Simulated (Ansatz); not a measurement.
Species: C2H6AlCl, SMILES `[CH3][Al]([CH3])[Cl]` (charge 0, multiplicity 1).

Q: Give a relaxed geometry from B3LYP-D3(BJ)/def2-TZVP run with Ansatz (an electronic-structure program).

A: the end point of this relaxation (outside a Z-matrix the atoms follow the SMILES, hydrogens last).
Cartesian coordinates (Å) in one orientation:
```xyz
10

C     -1.737    -0.203     0.193
Al     0.010     0.596    -0.121
C      1.711    -0.348    -0.083
Cl     0.084     2.675    -0.538
H     -1.850    -1.139    -0.361
H     -2.555     0.463    -0.086
H     -1.857    -0.451     1.253
H      2.150    -0.385    -1.085
H      2.434     0.167     0.555
H      1.610    -1.375     0.273
```
